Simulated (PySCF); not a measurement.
CAuClO, charge -1, doublet, at a GFN2-xTB geometry (such geometries of metal compounds can be far from the true shape) (the multiplicity is a formal guess) (core potentials on Au) (a gas-phase anion, which may not be bound at this level); DF-HF/def2-TZVP run with PySCF.

PySCF was given this input:
```python
from pyscf import gto, scf

mol = gto.Mole()
mol.atom = '''
    Au    0.001880   -0.017100    0.017468
    Cl   -0.206774    1.681418   -1.518866
    O     0.289952   -2.337265    2.088442
    C     0.174507   -1.422516    1.288871
'''
mol.basis = 'def2-tzvp'
mol.ecp = {'Au': 'def2-tzvp'}
mol.charge = -1
mol.spin = 1
mol.verbose = 5
mol.build()

mf = scf.ROHF(mol)
mf = mf.density_fit(auxbasis='def2-universal-jkfit')
mf.kernel()
```

Output, abridged:

```
PySCF version 2.14.0

[INPUT] verbose = 5
[INPUT] max_memory = 4000
[INPUT] num. atoms = 4
[INPUT] num. electrons = 51
[INPUT] charge = -1
[INPUT] spin (= nelec alpha-beta = 2S) = 1
[INPUT] symmetry False subgroup None
[INPUT] Mole.unit = angstrom
[INPUT] Symbol           X                Y                Z      unit          X                Y                Z       unit  Magmom
[...]
[INPUT] ---------------- BASIS SET ----------------
[INPUT] l, kappa, [nprim/nctr], expnt,             c_1 c_2 ...
[INPUT] O
[...]
                                4052.3871392      0.0016838662199
                                922.3272271       0.0087395616265
                                261.24070989      0.035239968808
                                85.354641351      0.11153519115
                                31.035035245      0.25588953961
[...]
                                4.9987076005      0.2462784943
[...]
                                14.627049379      0.041912575824
                                4.4501223456      0.16153841088
                                1.5275799647      0.35706951311
[...]
[INPUT] Cl
[...]
                                10426.15688       0.0041990463961
                                2373.2334061      0.021592141679
                                671.56420071      0.084598850094
                                218.4199979       0.24757249724
                                77.572249714      0.47016930228
                                28.888815277      0.37436370716
[...]
                                39.339582961      0.10786112456
                                7.6740679989      -0.27408821574
[...]
                                1.8385832573      0.68636955368
[...]
                                157.6424169       0.018879300374
                                50.262520978      0.087206341273
                                18.536078105      0.2528561297
                                7.2940532777      0.4350715482
[...]
                                1.011                1
[...]
[INPUT] Au
[...]
                                27                -0.33267893394
                                14.746824331      0.38302817958
[...]
                                14                -0.23609813183
                                6.4227368205      0.31458896948
                                1.6595601681      -0.57279670446
[...]
                                7.2698886937      -0.093690906606
                                1.7746496789      0.31746282317
                                0.79960541055     0.46795192483
[...]
[INPUT] C
[...]
                                2035.233368       0.0017232738252
                                463.22562359      0.0089255715314
                                131.20019598      0.035727984502
                                42.853015891      0.11076259931
                                15.584185766      0.24295627626
[...]
                                2.5764896527      0.23744968655
[...]
                                7.9582622826      0.035864109092
                                2.3780826883      0.14215873329
                                0.81433208183     0.34270471845
[...]
nuclear repulsion = 178.703498713992
number of shells = 49
number of NR pGTOs = 221
number of NR cGTOs = 139
basis = def2-tzvp
ecp = {'Au': 'def2-tzvp'}

******** <class 'pyscf.df.df_jk.DFROHF'> ********
method = DFROHF
initial guess = minao
damping factor = 0
level_shift factor = 0
DIIS = <class 'pyscf.scf.diis.CDIIS'>
diis_start_cycle = 1
diis_space = 8
diis_damp = 0
SCF conv_tol = 1e-09
SCF conv_tol_grad = None
SCF max_cycles = 50
direct_scf = False
num. doubly occ = 25  num. singly occ = 1
Set gradient conv threshold to 3.16228e-05
Density of valence part of ANO basis will be used as initial guess for Au
******** <class 'pyscf.df.df.DF'> ********
auxbasis = def2-universal-jkfit
num shells = 139, num cGTOs = 527
size of aux basis 527
[...]
  2.31197727e+00  2.31197786e+00  2.41485314e+00  2.41593611e+00
  2.44079218e+00  2.61793387e+00  2.61793412e+00  2.62021498e+00
  2.62023748e+00  2.62023810e+00  2.62660852e+00  2.65193013e+00
  2.70756309e+00  2.76270827e+00  2.76375345e+00  2.79292646e+00
  2.79398871e+00  2.98969530e+00  3.13338483e+00  3.13340557e+00
  3.23862971e+00  3.32834369e+00  3.32860472e+00  3.37844250e+00
  3.38187575e+00  3.48431024e+00  3.48441062e+00  3.54050474e+00
  3.55398863e+00  3.58505205e+00  3.63660395e+00  3.86071378e+00
  4.18894622e+00  4.20558244e+00  4.62293686e+00  4.99453540e+00
  5.77027968e+00  5.77028066e+00  6.06582892e+00  6.06582903e+00
  6.76224879e+00  6.77560558e+00  6.99170948e+00  6.99181398e+00
  7.00259654e+00  7.45012865e+00  7.46089151e+00  7.70269957e+00
  1.16957246e+01  1.16961789e+01  1.18889209e+01  2.38594917e+01
  2.49392100e+01  2.49448306e+01  2.57331349e+01  3.15632031e+01
  4.48973535e+01  4.55521026e+01  2.05645780e+02]
E1 = -1394.499823771038  E2 = 508.6571763180032  Ecoul = 561.7369778508742  Exc = -53.07980153287093
cycle= 20 E= -707.139148739043  delta_E= -5.45e-10  |g|= 9.15e-06  |ddm|= 6.53e-05
[...]
                  Roothaan           | alpha              | beta
  Highest 2-occ = -0.227206963067054 | -0.231844408142077 | -0.222569519497973
  Lowest 0-occ =   0.215278432398496 |  0.213242878644788 |  0.217313986152229
  1-occ =          0.134988696958805 | -0.0649182544702317 |  0.334895242815453
  Roothaan mo_energy =
[-1.04613289e+02 -2.04019947e+01 -1.11385040e+01 -1.03413342e+01
 -7.80810202e+00 -7.80749350e+00 -7.80743841e+00 -4.57310266e+00
 -2.61638255e+00 -2.60058697e+00 -2.59805867e+00 -1.21136350e+00
 -8.62548914e-01 -5.95098755e-01 -4.70001870e-01 -4.07330809e-01
 -3.89665335e-01 -3.45305868e-01 -3.31530876e-01 -3.15731880e-01
 -3.15593896e-01 -3.01570589e-01 -2.41868562e-01 -2.39171831e-01
 -2.27206963e-01  1.34988697e-01  2.15278432e-01  2.66270633e-01
  2.67814498e-01  2.82790298e-01  3.44486755e-01  4.05792847e-01
  4.91141846e-01  5.52210347e-01  5.58330764e-01  5.64433356e-01
  5.64506279e-01  6.08419858e-01  6.18586102e-01  6.50482834e-01
  6.53570085e-01  7.22626969e-01  7.24660647e-01  7.25987752e-01
  8.37345752e-01  8.45882115e-01  8.48272202e-01  8.50430161e-01
  8.50433322e-01  9.26184574e-01  9.70118992e-01  9.72697721e-01
  1.03549678e+00  1.03765762e+00  1.03910172e+00  1.03914541e+00
  1.04631068e+00  1.19659446e+00  1.31942701e+00  1.39358185e+00
  1.39876296e+00  1.54366431e+00  1.74902987e+00  1.89177838e+00
  1.89272265e+00  1.90356843e+00  1.90365836e+00  1.93503813e+00
  1.93541369e+00  1.94095431e+00  1.94251445e+00  1.95190764e+00
  1.99958729e+00  1.99958759e+00  2.03879526e+00  2.06307900e+00
  2.06318126e+00  2.16513010e+00  2.17367554e+00  2.26541933e+00
  2.31197891e+00  2.31197950e+00  2.41485472e+00  2.41593767e+00
  2.44079384e+00  2.61793513e+00  2.61793538e+00  2.62021599e+00
  2.62023869e+00  2.62023931e+00  2.62660948e+00  2.65193100e+00
  2.70756461e+00  2.76270966e+00  2.76375483e+00  2.79292798e+00
  2.79399022e+00  2.98969747e+00  3.13338569e+00  3.13340644e+00
  3.23863140e+00  3.32834468e+00  3.32860570e+00  3.37844374e+00
  3.38187664e+00  3.48431144e+00  3.48441182e+00  3.54050623e+00
  3.55398991e+00  3.58505286e+00  3.63660576e+00  3.86071533e+00
  4.18894738e+00  4.20558349e+00  4.62293796e+00  4.99453702e+00
  5.77028031e+00  5.77028129e+00  6.06582973e+00  6.06582983e+00
  6.76224982e+00  6.77560688e+00  6.99171059e+00  6.99181510e+00
  7.00259778e+00  7.45012953e+00  7.46089275e+00  7.70270079e+00
  1.16957272e+01  1.16961815e+01  1.18889236e+01  2.38594938e+01
  2.49392137e+01  2.49448342e+01  2.57331375e+01  3.15632072e+01
  4.48973589e+01  4.55521052e+01  2.05645786e+02]
E1 = -1394.4997596633812  E2 = 508.65711221028437  Ecoul = 561.7369070706166  Exc = -53.079794860332186
Extra cycle  E= -707.139148739105  delta_E= -6.18e-11  |g|= 5.77e-06  |ddm|= 3.05e-05
converged SCF energy = -707.139148739105
```
